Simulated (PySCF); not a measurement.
## Vertical excitation energies

InEt2(SiH3), C4H13InSi.
SMILES: `C[CH2][In]([SiH3])[CH2]C`

Method: TDDFT CAM-B3LYP/def2-SVPD, vertical, gas phase, core orbitals frozen in the response, def2 core potentials past Kr (PySCF 2.14.0, density-fitted response routines). One conformer (not necessarily the lowest) at the PBE0-D3(BJ)/def2-SVP geometry, without solvent, vibrations or thermal averaging. Spin–orbit coupling is left out.

```tsv
state	E (eV)	E (hartree)	f	|μ| (D)	main configurations (H = HOMO, L = LUMO)
S1	3.90	0.1432	0.0042	0.53	H→L (99%)
S2	4.03	0.1482	0.0000	0.02	H-1→L (98%)
S3	5.64	0.2071	0.188	2.96	H→L+1 (94%)
S4	5.73	0.2105	0.110	2.25	H-1→L+1 (93%)
S5	6.28	0.2306	0.041	1.31	H→L+2 (79%)
S6	6.60	0.2425	0.0001	0.07	H-1→L+2 (80%)
S7	6.71	0.2465	0.035	1.17	H→L+3 (78%), H→L+4 (11%)
S8	6.76	0.2485	0.0072	0.53	H-1→L+3 (84%)
S9	7.01	0.2578	0.269	3.18	H→L+6 (48%), H→L+4 (28%)
S10	7.07	0.2596	0.109	2.01	H→L+4 (32%), H→L+6 (26%), H-3→L (9%)
```

Triplets (Tamm–Dancoff): T1 3.44 eV, H→L (97%); T2 3.81 eV, H-1→L (97%); T3 4.95 eV, H→L+1 (69%), H→L+4 (16%); T4 5.03 eV, H-1→L+1 (64%), H-1→L+4 (16%), H→L+2 (9%).

The lowest singlet comes at 318 nm (376 kJ/mol) in the ultraviolet; it is very weak; its leading configuration is HOMO→LUMO (99%). The strongest level in the table is S9 at 7.01 eV (177 nm, f = 0.269). Löwdin shares by element: HOMO silicon 31%, indium 23%, carbon 22% or more (atoms not listed hold the other 24%); LUMO indium 58%, silicon 16%, carbon 14% or more. Of the 10 states listed, 6 reach f = 0.01 and 2 stay under 0.0005. Orbital energies (eV): HOMO-3 -10.82, HOMO-2 -10.79, HOMO-1 -8.01, HOMO -7.86, LUMO -0.70, LUMO+1 0.24, LUMO+2 1.31. No computed singlet lies in the visible range (380 to 750 nm); the lowest, at 318 nm, stands 0.63 eV above its violet end (3.26 eV). Singlets were solved by full linear response, triplets in the Tamm–Dancoff approximation.
